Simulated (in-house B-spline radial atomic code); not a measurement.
A fraction x of an electron is removed from 5p in Ce⁺, starting from [Xe] 4f1 5d2 and keeping the highest spin. All numbers are computed (scalar-relativistic (X2C) B97-1, spin-polarised, spherical fractional occupations; Fermi nucleus of rms radius 4.8771 fm) with an all-electron radial atomic-structure program (B-spline basis), not measured.

Caution: exact exchange at fractional occupations of open shells leaves self-interaction of up to several eV.

```
   x  E(x) - E(0) (eV)  5p down level (eV)
   0            0.0000             -28.041
0.07            1.9826             -28.606
0.18            5.1788             -29.512
0.36           10.6277             -31.040
0.48           14.4150             -32.085
 0.5                 ?                   ?
0.56           17.0101             -32.793
0.73           22.7143             -34.321
0.86                 ?                   ?
0.88           27.9653             -35.696
   1           32.3157             -36.812
```

**Question.** What belongs in the row x = 0.5?

**Answer.** An energy change of 15.0585 eV; 5p down at -32.261 eV.

**Question.** What belongs in the row x = 0.86?

**Answer.** An energy change of 27.2533 eV; 5p down at -35.512 eV.

**Question.** Check Janak's theorem between x = 0.07 and 0.18.

**Answer.** The slope of the energy is 29.06 eV; the orbital levels give 29.06 eV (-ε of the emptying orbital, averaged over the two points).
